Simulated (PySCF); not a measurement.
# How good is the calculation?

Structure with atom numbers: `[cH:1]1[cH:2][cH:3][c:4](-[c:5]2[cH:6][cH:7][cH:8][n:9][cH:10]2)[cH:11][cH:12]1` (H(Xn): hydrogen on atom n).

Published estimates (parent shift plus substituent increments) and measurements: δ 13C C8 148.5; C10 148.4; C5 136.5; C6 134.1; C7 123.4; δ 1H H(C10) 8.84; H(C8) 8.56; H(C6) 7.82; H(C7) 7.33 ppm (estimated from measurements, as parent shift plus tabulated substituent increment; solution, not stated per compound (mostly CDCl3 or CCl4); Pretsch, Buehlmann, Badertscher, Structure Determination of Organic Compounds, 4th ed. (2009)).

PySCF calculation with PBE0/pcSseg-1 with gauge-including orbitals and PBE0-D3(BJ)/def2-SVP structure; a single conformation, averaged over atoms made equivalent by symmetry, fast rotation or ring inversion, no solvent, non-relativistic Hamiltonian.

Q: What does the calculation give, and how does it compare?

A: 
Reference values: estimated from measurements, as parent shift plus tabulated substituent increment (solution, not stated per compound (mostly CDCl3 or CCl4); Pretsch, Buehlmann, Badertscher, Structure Determination of Organic Compounds, 4th ed. (2009)).
| atoms | quantity | reference | computed | computed, scaled |
| --- | --- | --- | --- | --- |
| C8 | δ 13C | 148.5 | 154.5 | 148.7 |
| C10 | δ 13C | 148.4 | 154.6 | 148.8 |
| C5 | δ 13C | 136.5 | 141.7 | 136.4 |
| C6 | δ 13C | 134.1 | 139.5 | 134.2 |
| C7 | δ 13C | 123.4 | 128.2 | 123.3 |
| H(C10) | δ 1H | 8.84 | 8.96 | 8.72 |
| H(C8) | δ 1H | 8.56 | 8.79 | 8.56 |
| H(C6) | δ 1H | 7.82 | 7.82 | 7.63 |
| H(C7) | δ 1H | 7.33 | 7.33 | 7.17 |

Computed shifts are σ(ref) − σ with the named reference compound (TMS for H and C) calculated as an isolated molecule at the same level. The measured values may be among those fitted. Shieldings were converted by linear fits to measured shifts (mostly CDCl3, TMS scale, for H and C): 13C: δ = 177.62 − 0.967σ (rms 1.9 ppm, 903 shifts, 2.3 ppm with the 23 outliers that the fit left out); 1H: δ = 29.91 − 0.950σ (rms 0.21 ppm, 511 shifts, 0.22 ppm with the 3 outliers that the fit left out). A few per cent of atoms miss by over 2 rms, more outside the fitted compound classes.

Q: How far are the unscaled 13C shifts from the references?

A: Mean signed difference +5.52 ppm, mean absolute 5.52 ppm over 5 comparisons; the largest is +6.2 ppm at C10 (aromatic CH next to a ring nitrogen).

Q: How far are the unscaled 1H shifts from the references?

A: Mean signed difference +0.09 ppm, mean absolute 0.09 ppm over 4 comparisons; the largest is +0.23 ppm at H(C8) (hydrogen on an aromatic CH next to a ring nitrogen).

9 of the 18 published NMR values on file for this molecule are compared.
